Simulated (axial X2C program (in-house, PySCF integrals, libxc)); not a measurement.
**Correcting the dissociation energy of LiBr for spin–orbit coupling**

A spin-free CCSD(T) curve (one-electron X2C) was computed with an in-house relativistic program for diatomic molecules, basis Br dyall-cv3z [8s9p6d4f1g], Li dyall-cv3z [7s8p2d] (cores contracted in-house), for the state M_S = 0, Λ = 0 (closed shell). It gives D0 = 4.159 eV to Br + Li, which in a spin-free picture are the weighted means of the ground terms.

Correlated methods: 8 electrons correlated (number of frozen shells: Br 3 s, 2 p, 1 d; Li 1 s), 186 virtual spin orbitals or spinors in MP2, 72 natural virtuals in coupled cluster.

Measured levels of the ground terms (NIST Handbook of Basic Atomic Spectroscopic Data), in cm⁻¹: Br 2P: J = 3/2 at 0, J = 1/2 at 3685.2; Li 2S: J = 1/2 at 0.

The molecular state has Λ = 0, so it has no first-order lowering.

How far does each ground level lie under the (2J+1)-weighted mean of its term?

Br: (4 × 0 + 2 × 3685.2)/6 = 1228 cm⁻¹; Li: a single level, 0.

Correct D0.

D0 = 4.159 + (0 − 1228)/8065.5 = 4.007 eV at CCSD(T) with these spin–orbit terms. The direct two-component run gives 4.015 eV; the difference holds second-order terms in the molecule, scalar two-electron terms, the gap between measured and computed atomic splittings (a 2c atom can miss part of its lowering) and, in coupled cluster, the truncation of each run.

Second-order spin–orbit effects in the molecule, which grow quickly with Z, are left out. The state is one determinant whose occupation by symmetry is held fixed; it was picked as the lowest of a PBE0 search that is not exhaustive. De is counted from the lowest determinant-based energies of the atoms at the same level, without counterpoise correction. CCSD and (T) use frozen natural virtuals with an MP2 correction for the truncation; (T) itself is uncorrected, so its De runs slightly low.
